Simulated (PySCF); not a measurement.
C5H4F2. Atoms are numbered in the order given.

```xyz
11

C      1.0824    -2.1434     0.0000
C      0.3848    -1.1570     0.0000
C     -0.4602     0.0462     0.0000
F     -1.2792     0.0155    -1.0858
F     -1.2792     0.0155     1.0858
C      0.2835     1.3488     0.0000
C      1.6062     1.4811     0.0000
H      1.6949    -3.0270     0.0000
H     -0.3865     2.2150     0.0000
H      2.2655     0.6085     0.0000
H      2.0717     2.4692     0.0000
```

The structure is a stationary point at PBE0-D3(BJ)/def2-SVP. Other conformers were not sampled.

Level of theory: TDA-PBE/def2-SVPD run with PySCF.

Vertical excitations. Gas-phase values at a fixed geometry. State labels are in the subgroup Cs.

List the lowest excited states. (The exact figures need the calculation; the answer reports its results.)


| state | symmetry | energy (eV) | λ (nm) | f | main pairs |
|---|---|---|---|---|---|
| S1 | A" | 5.69 | 218 | 0.000 | HOMO−1→LUMO 100 % |
| S2 | A' | 5.76 | 215 | 0.017 | HOMO−2→LUMO 53 %, HOMO→LUMO 40 % |
| S3 | A" | 6.32 | 196 | 0.000 | HOMO→LUMO+1 99 % |
| S4 | A' | 6.36 | 195 | 0.064 | HOMO→LUMO+2 57 %, HOMO→LUMO 19 %, HOMO−2→LUMO 18 % |
| S5 | A" | 6.75 | 184 | 0.000 | HOMO−2→LUMO+1 63 %, HOMO−1→LUMO+2 22 %, HOMO−3→LUMO 15 % |
| S6 | A" | 6.79 | 183 | 0.000 | HOMO−3→LUMO 83 %, HOMO−2→LUMO+1 13 % |
| S7 | A' | 6.91 | 179 | 0.019 | HOMO−1→LUMO+1 48 %, HOMO−2→LUMO+2 41 % |
| S8 | A" | 6.94 | 179 | 0.000 | HOMO−1→LUMO+2 75 %, HOMO−2→LUMO+1 24 % |
| S9 | A" | 7.59 | 163 | 0.002 | HOMO→LUMO+3 100 % |
| S10 | A' | 7.67 | 162 | 0.033 | HOMO−3→LUMO+1 83 % |
| T1 | A' | 4.42 | 281 | 0 | HOMO→LUMO 82 % |
| T2 | A' | 5.13 | 242 | 0 | HOMO−2→LUMO 42 %, HOMO−1→LUMO+1 19 %, HOMO→LUMO+2 17 %, HOMO−2→LUMO+2 13 % |
| T3 | A" | 5.46 | 227 | 0 | HOMO−1→LUMO 79 % |
| T4 | A' | 5.62 | 221 | 0 | HOMO−1→LUMO+1 73 %, HOMO−2→LUMO 20 % |
Triplets are in the Tamm–Dancoff approximation.
